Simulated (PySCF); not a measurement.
Ionisation energy of Kr⁺ by level of theory

Kr⁺ [Ar] 3d10 4s2 4p5 (2P) → Kr²⁺ [Ar] 3d10 4s2 4p4 (3P), as a difference of total energies. All numbers are calculated (PySCF 2.14, scalar relativity by spin-free X2C-1e, in x2c-SVPall). Correlated levels: valence: [Ar] 3d10 frozen. The calculations carry no spin-orbit coupling.

```tsv
method	ionisation energy (eV)
UHF	23.407
M06-2X	24.382
MP2 (valence)	23.991
CCSD (valence)	23.949
CCSD(T) (valence)	23.955
```

Problem. Estimate what SCS-MP2 (valence) gives.

Solution. 23.967 eV, closest to CCSD(T) (valence) among the rows shown.

Problem. Estimate what BP86 gives.

Solution. 24.616 eV, closest to M06-2X among the rows shown.

The reference lies between the lowest fine-structure levels, while these numbers refer to the centres of the terms.

Errors of the correlated levels include the incompleteness of this basis and the frozen core.

For comparison: 24.360 eV (measured; NIST Atomic Spectra Database, ionization energies).
